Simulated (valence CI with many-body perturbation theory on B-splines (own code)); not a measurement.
Values are calculated unless marked as measured or tabulated.
# Hg LIX: what the settings do

Method: valence CI with perturbative core correlation (CI+MBPT): four valence electrons over a frozen Dirac-Fock core [Ar], a basis of 6 s, 6 p, 5 d, 5 f, 1 g functions for each j, with the one-electron correlation potential Σ1, the two-electron term Σ2, the three-electron term Σ3, Breit, model QED; selected CI, second order for the rest, scaled by the run's own slope (own B-spline code, finite nucleus).

The last digits are not significant, and no measured levels were compared; by estimate large intervals hold to a few tenths of a per cent, small ones and those within an open d or f shell to about a per cent. The list stops below the first excitations out of the core. Only levels of the ground parity were solved; by the run's estimate the other parity begins above the list, which can be wrong where configurations are misplaced.

The reference run has the lowest level (3d3/2^4) J=0 and an ionisation energy of 6042.34 eV. Its largest variational space holds 7845 state functions.

Levels are named by their leading jj configuration (3d3/2^4 stands for four electrons in 3d with j = 3/2), which in mixed levels can hold well under half, so a name can repeat and another be missing. Letters in brackets count levels of one name in rising energy.

Changed runs:
A. natural orbitals for correlation on → off; scale of Σ2 1 → 0.8
B. scale of Σ1 1 → 0.9; box radius (bohr) 1.9425 → 1.92
C. cutoff of virtual states (hartree) 12800 → 214000
D. Davidson tolerance 2e-05 → 0.03 (bad on purpose)

Excitation energies of the reference run in cm⁻¹, and shifts in cm⁻¹:

| Level | Reference | A | B | C | D |
| --- | --- | --- | --- | --- | --- |
| (3d3/2^3 3d5/2) J=1 | 772276 | -2147 | -261 | +1.8 | 0 |
| (3d3/2^3 3d5/2) J=4 | 875458 | -1594 | -264 | +1.8 | 0 |
| (3d3/2^3 3d5/2) J=2 | 911187 | -500 | -271 | +1.8 | 0 |
| (3d3/2^3 3d5/2) J=3 | 939497 | -467 | -270 | +1.8 | 0 |
| (3d3/2^2 3d5/2^2) J=2 [a] | 1621000 | -2822 | -520 | +3.5 | 0 |
| (3d3/2^2 3d5/2^2) J=0 | 1621580 | -2931 | -525 | +3.6 | 0 |
| (3d3/2^2 3d5/2^2) J=4 [a] | 1644940 | -3500 | -525 | +3.6 | 0 |
| (3d3/2^2 3d5/2^2) J=3 [a] | 1664480 | -2874 | -527 | +3.6 | 0 |
| (3d3/2^2 3d5/2^2) J=5 | 1692420 | -3314 | -525 | +3.6 | 0 |
| (3d3/2^2 3d5/2^2) J=6 | 1716000 | -3538 | -525 | +3.6 | 0 |
| (3d3/2^2 3d5/2^2) J=1 | 1746530 | -1191 | -532 | +3.6 | 0 |
| (3d3/2^2 3d5/2^2) J=3 [b] | 1767310 | -1142 | -528 | +3.6 | 0 |
| Ionisation energy (eV) | 6042.34 | -2.25 | -0.27 | +0.00047 | 0 |

No effect on these energies: D.
